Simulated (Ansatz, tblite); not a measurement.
Cost and result up the ladder for Au₃S⁺ (4 atoms). The state is a singlet with charge 1. Geometry: r2SCAN-D4/def2-SVP.

```xyz
4

Au    0.148    0.544    1.901
Au   -0.440   -1.893   -0.398
Au    1.061    1.007   -1.336
S    -0.769    0.342   -0.167
```

Ansatz on 4 threads of Arm Neoverse V2 on a shared host; xTB runs through tblite on one thread. Times are rough, summed over both states, and most runs start from the orbitals of an earlier one. B2PLYP/def2-TZVP serves as the yardstick here, not as an exact answer. The other state is a triplet at its own geometry, which has other bonds, so the gap mixes isomer and spin.

In the def2 sets Au takes a core potential; there is no spin–orbit coupling. The xTB rows come from tblite. LC-ωPBE has ω = 0.4 bohr⁻¹. Correlated methods freeze 5 core orbitals; core or outer-core shells of Au are correlated, in sets that lack core-valence functions. At PBE0-D4/def2-TZVP a singlet of charge 1 lies 2.00 eV below the triplet, each at its own geometry. The structure comes from a short search, and lower isomers may exist.

Correlated methods converge slowly with the basis.

xTB has no spin-polarisation term.

```json
{"level": "GFN2-xTB", "functions": "36", "wall time": "0.007 s", "triplet − singlet (eV)": "2.01", "difference from B2PLYP/def2-TZVP (eV)": "-0.03", "remarks": "–"}
{"level": "GFN1-xTB", "functions": "36", "wall time": "0.008 s", "triplet − singlet (eV)": "1.11", "difference from B2PLYP/def2-TZVP (eV)": "-0.93", "remarks": "–"}
{"level": "LDA (SPW92)/def2-TZVP", "functions": "157", "wall time": "2.3 s", "triplet − singlet (eV)": "1.73", "difference from B2PLYP/def2-TZVP (eV)": "-0.31", "remarks": "–"}
{"level": "PBE-D4/def2-TZVP (with forces)", "functions": "157", "wall time": "4.8 s", "triplet − singlet (eV)": "1.68", "difference from B2PLYP/def2-TZVP (eV)": "-0.36", "remarks": "–"}
{"level": "BLYP-D4/def2-TZVP", "functions": "157", "wall time": "5.4 s", "triplet − singlet (eV)": "1.57", "difference from B2PLYP/def2-TZVP (eV)": "-0.47", "remarks": "–"}
{"level": "PBE0-D4/def2-TZVP", "functions": "157", "wall time": "7.1 s", "triplet − singlet (eV)": "2.00", "difference from B2PLYP/def2-TZVP (eV)": "-0.04", "remarks": "–"}
{"level": "RPA@PBE/def2-TZVP", "functions": "157", "wall time": "9.5 s", "triplet − singlet (eV)": "1.89", "difference from B2PLYP/def2-TZVP (eV)": "-0.15", "remarks": "–"}
{"level": "r2SCAN-D4/def2-TZVP", "functions": "157", "wall time": "11 s", "triplet − singlet (eV)": "1.76", "difference from B2PLYP/def2-TZVP (eV)": "-0.29", "remarks": "–"}
{"level": "B2PLYP/def2-TZVP", "functions": "157", "wall time": "11 s", "triplet − singlet (eV)": "2.04", "difference from B2PLYP/def2-TZVP (eV)": "0.00", "remarks": "test for broken spin undecided (singlet)"}
{"level": "LC-ωPBE/def2-TZVP", "functions": "157", "wall time": "12 s", "triplet − singlet (eV)": "2.37", "difference from B2PLYP/def2-TZVP (eV)": "0.33", "remarks": "–"}
{"level": "ωB97X-V/def2-TZVP", "functions": "157", "wall time": "24 s", "triplet − singlet (eV)": "2.34", "difference from B2PLYP/def2-TZVP (eV)": "0.30", "remarks": "–"}
```
